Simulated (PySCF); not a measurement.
## Nickel: a sound run and one with changed settings

Sound run: Ni²⁺ [Ar] 3d8, Ni³⁺ [Ar] 3d7. Computed with PySCF 2.14 in cc-pVDZ, with the non-relativistic Hamiltonian (point nucleus). In the sound run the correlated levels freeze [Ar]. The sound run starts from symmetry-adapted Hartree-Fock orbitals and uses a fine grid where one is needed.

Changed run: basis STO-3G. This setting is unsound on purpose.

```tsv
species	method	sound run (hartree)	changed run (hartree)	converged
Ni²⁺	UHF	-1506.03344	-1489.01883	yes
Ni²⁺	PBE	-1507.07512	-1489.68621	yes
Ni²⁺	M06-L	-1507.30897	-1490.08793	yes
Ni²⁺	MP2	-1506.24005	-1489.01991	yes
Ni³⁺	UHF	-1504.81500	-1488.55929	yes
Ni³⁺	PBE	-1505.74781	-1489.15945	yes
Ni³⁺	M06-L	-1505.99334	-1489.55704	yes
Ni³⁺	MP2	-1504.94430	-1488.55940	yes
```

Ionisation energy of Ni²⁺:

| method | sound run (eV) | changed run (eV) |
| --- | --- | --- |
| UHF | 33.155 | 12.505 |
| PBE | 36.118 | 14.334 |
| M06-L | 35.800 | 14.446 |
| MP2 | 35.259 | 12.531 |
| SCS-MP2 | 35.132 | 12.533 |

A minimal basis cannot let orbitals breathe on ionisation and holds almost no correlation.

For comparison, NIST gives 35.187 ± 0.019 eV between the lowest levels.
